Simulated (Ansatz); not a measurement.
`[I][SnH2][I]` at its PBE0-D4/def2-TZVP geometry, where that method's forces vanish. The species carries charge 0 and has multiplicity 1. I, Sn: def2 effective core potential.

```xyz
5

I     2.4330   -0.5311   -0.4502
Sn   -0.1390   -0.1441    0.1626
I    -1.0330    1.9816   -1.1873
H    -1.0177   -1.5062   -0.3491
H    -0.2432    0.1997    1.8241
```

(1) What forces (eV/Å) does r2SCAN-D4/def2-TZVPP give on these atoms in the Gaussian-basis code of Ansatz? (An estimate is asked.)

Answers

(1) Ansatz gave: 
```
I1   0.081 -0.022 -0.012
Sn2 -0.035 -0.036  0.040
I3  -0.039  0.065 -0.037
H4  -0.005 -0.008  0.000
H5  -0.002  0.000  0.009
```
